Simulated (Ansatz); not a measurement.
Reaction (substitution at a C–Te bond): `CC(C)(C)[Te][Si](Cl)(Cl)Cl` + `[NH2][Sn]([Cl])([Cl])[Cl]` → `CC(C)(C)[NH][Sn]([Cl])([Cl])[Cl]` + `Cl[Si](Cl)(Cl)[TeH]`

Isolated molecules relaxed with PBE0-D4/def2-TZVP in Ansatz; ΔE leaves out vibrations. CBS: MP2 limit from def2 TZ/QZ plus the TZ coupled-cluster correction, frozen cores. Elements past krypton have def2 core potentials. For Sn, Te outer-core shells are correlated without core-valence functions, which leaves a few kJ/mol of doubt a bond. One conformer a species, not always the lowest.

`CC(C)(C)[Te][Si](Cl)(Cl)Cl`:

Cartesian coordinates in Å:
```
C -1.614 0.724 1.315
C -0.373 0.302 0.545
C -0.129 -1.187 0.693
C 0.836 1.107 0.984
Te -0.855 0.810 -1.552
Si 0.796 -0.567 -2.737
Cl 2.708 -0.355 -2.035
Cl 0.749 0.036 -4.685
Cl 0.409 -2.575 -2.703
H -2.493 0.151 1.016
H -1.444 0.549 2.383
H -1.833 1.788 1.188
H -0.966 -1.779 0.318
H 0.000 -1.418 1.757
H 0.778 -1.509 0.178
H 1.039 0.896 2.041
H 0.665 2.180 0.880
H 1.727 0.847 0.413
```

`[NH2][Sn]([Cl])([Cl])[Cl]`:

Cartesian coordinates in Å:
```
N 0.038 0.834 1.102
Sn 0.001 -0.495 -0.385
Cl -1.750 -1.933 -0.022
Cl -0.269 0.382 -2.507
Cl 1.991 -1.638 -0.374
H 0.811 1.483 1.020
H -0.822 1.366 1.167
```

`CC(C)(C)[NH][Sn]([Cl])([Cl])[Cl]`:

Cartesian coordinates in Å:
```
C 0.029 1.163 -0.946
C 0.016 -0.294 -0.510
C -1.419 -0.813 -0.448
C 0.831 -1.133 -1.491
N 0.689 -0.399 0.793
Sn 0.389 0.884 2.285
Cl -1.762 1.687 2.592
Cl 1.710 2.755 2.069
Cl 1.018 -0.226 4.204
H -0.393 1.265 -1.947
H -0.582 1.787 -0.283
H 1.047 1.558 -0.956
H -1.896 -0.764 -1.430
H -1.437 -1.855 -0.119
H -2.018 -0.224 0.250
H 0.385 -1.099 -2.488
H 1.856 -0.764 -1.549
H 0.861 -2.179 -1.173
H 0.678 -1.350 1.146
```

`Cl[Si](Cl)(Cl)[TeH]`:

Cartesian coordinates in Å:
```
Cl -0.475 -1.489 -1.500
Si 0.440 -0.173 -0.244
Cl 2.210 -0.969 0.373
Cl 0.813 1.516 -1.318
Te -0.868 0.263 1.803
H -2.120 0.851 0.886
```

```tsv
species	SCS-MP2/def2-TZVPP energy (Eh)
`CC(C)(C)[Te][Si](Cl)(Cl)Cl`	-2093.22675
`[NH2][Sn]([Cl])([Cl])[Cl]`	-1648.73131
`CC(C)(C)[NH][Sn]([Cl])([Cl])[Cl]`	-1805.62488
`Cl[Si](Cl)(Cl)[TeH]`	-1936.32218
```

Work out ΔE.

ΔE = (-1805.62488) + (-1936.32218) − (-2093.22675) − (-1648.73131) = 0.01100 Eh = +6.9 kcal/mol. CCSD(T)/CBS gives +6.4 kcal/mol.

Largest T1 diagnostic among the species: 0.011.

From BLYP to BHLYP (50 % exact exchange), in def2-TZVPP and without D4, ΔE moves by −2.1 kcal/mol. The D4 term adds +1.0 kcal/mol with B3LYP and +0.5 kcal/mol with PBE0; it sums over pairs of atoms, weighted by their polarisabilities, and B3LYP, whose exchange is more repulsive, gets the larger term.

B3LYP here is the variant with VWN-RPA as its local correlation; programs differ in this.
